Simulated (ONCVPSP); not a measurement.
## Te, ONCV: configuration errors across variants

- Element: Te (Z = 52)
- Generator: ONCVPSP 4.0.1
- Type: optimised norm-conserving Vanderbilt (ONCV)
- Functional: LDA (Perdew-Wang 92)
- Relativity: fully relativistic
- Frozen core: [Kr] 4d10
- Valence charge: 6
- Reference configuration: 5s2 5p4
- Partial waves: 5s: rc 1.85 bohr, ncon 4, nbas 7, qcut 3.3 1/bohr, 1 projector; 5p: rc 2.35 bohr, ncon 4, nbas 8, qcut 2.8 1/bohr, 3 projectors, debl 2.5 Ha; d scattering state at 0.27 Ha: rc 2.55 bohr, ncon 4, nbas 8, qcut 4.4 1/bohr, 2 projectors, debl 0.5 Ha
- Local potential: polynomial inside 1.65 bohr (lpopt 5, dvloc0 6 Ha)
- Core correction: none

Open shells are filled in proportion to 2j + 1.

All-electron excitation energies from the reference (eV): (1) 5s2 5p3 9.932; (2) 5s2 5p2 28.126; (3) 5s2 5p1 55.383; (4) 5s2 5p0 92.322.

1 further variants failed, have other tests or too few solved ones, and are left out.

A true bound ghost makes a file unfit for plane-wave use even where its test errors are small: the radial tests pick states by their node count and pass the ghost by.

Errors AE − PS in meV (a dash: test not solved or not reliable):

| change | (1) | (2) | (3) | (4) | bound ghosts | GHOST(+) flags above zero |
| --- | --- | --- | --- | --- | --- | --- |
| base | +2.0 | +13 | +51 | +159 | none | d5/2, d3/2 |
| all radii scaled by about 0.85 (s 1.58, p 2.00, d 2.16 bohr); local potential polynomial inside 1.40 bohr (lpopt 5, dvloc0 6 Ha) | +4.0 | +28 | +105 | +310 | d5/2, d3/2 | p3/2, p1/2 |
| all radii scaled by about 1.07 (s 1.98, p 2.52, d 2.74 bohr); local potential polynomial inside 1.78 bohr (lpopt 5, dvloc0 6 Ha) | +0.8 | +4.5 | +19 | +75 | none | d3/2 |
| all radii scaled by about 1.15 (s 2.12, p 2.70, d 2.94 bohr); local potential polynomial inside 1.90 bohr (lpopt 5, dvloc0 6 Ha) | -0.2 | -2.6 | -5.6 | +12 | none | d5/2, d3/2 |
| all radii scaled by about 1.25 (s 2.32, p 2.94, d 3.20 bohr); local potential polynomial inside 2.06 bohr (lpopt 5, dvloc0 6 Ha) | -1.8 | -13 | -41 | -75 | none | none |
| all radii scaled by about 1.31 (s 2.42, p 3.08, d 3.34 bohr); local potential polynomial inside 2.16 bohr (lpopt 5, dvloc0 6 Ha) | -3.0 | -20 | -61 | -123 | none | none |

Q: Give the same row for: all radii scaled by about 0.96 (s 1.78, p 2.26, d 2.44 bohr); local potential polynomial inside 1.58 bohr (lpopt 5, dvloc0 6 Ha).

A: +2.5, +17, +63, +192; bound ghosts: none; GHOST(+) flags above zero: d5/2, d3/2.
